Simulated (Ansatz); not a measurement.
Reactions of `C[NH][GeH]([F])[Cl]`.

Calculated with Ansatz (gas phase, PBE0-D4/def2-TZVP geometries, no zero-point term in ΔE). CCSD(T)/CBS adds triple-zeta CCSD(T) − MP2 to the extrapolated MP2 energy (def2 sets, frozen cores). This one scheme is used for every species, atoms too. No spin–orbit coupling; open shells (•) take unrestricted orbitals. Spin–orbit coupling would lower the free atoms: a little for C, Cl, F; clearly for Ge. Elements past krypton have def2 core potentials. Bonds to Ge, I are less sure, by a few kJ/mol each and by 10 to 20 or more in all where they break to atoms, as the def2 sets lack core-valence functions. Scalar relativity is left out up to krypton. One conformer a species, not always the lowest.

(1) Order these by ΔE at CCSD(T)/CBS, lowest first. (Estimate.)
A. `C[NH][GeH]([F])[Cl]` + HI → `[F][GeH]([Cl])[I]` + CH₃NH₂
B. `C[NH][GeH]([F])[Cl]` → C• + Cl• + F• + Ge• + 5 H• + N•
C. `C[NH][GeH]([F])[Cl]` + H₂S → `[F][GeH]([SH])[Cl]` + CH₃NH₂
D. `C[NH][GeH]([F])[Cl]` → `[CH2]` (triplet) + `[NH2][GeH]([F])[Cl]`
E. `C[NH][GeH]([F])[Cl]` + H₂ → `C[NH][GeH2][F]` + HCl
F. `C[NH][GeH]([F])[Cl]` + HCl → `C[NH][GeH]([Cl])[Cl]` + H–F
G. `C[NH][GeH]([F])[Cl]` + H–F → `C[NH][GeH]([F])[F]` + HCl
H. `C[NH][GeH]([F])[Cl]` + CH₃OH → `C[NH][GeH]([Cl])[O]C` + H–F

Largest T1 diagnostic: 0.012, for `C[NH][GeH]([F])[F]`.

Results:

(1) A (-52.8 kJ/mol), C (-22.9 kJ/mol), F (-13.1 kJ/mol), G (+6.7 kJ/mol), H (+23.0 kJ/mol), E (+58.1 kJ/mol), D (+394.3 kJ/mol), B (+3448.9 kJ/mol).
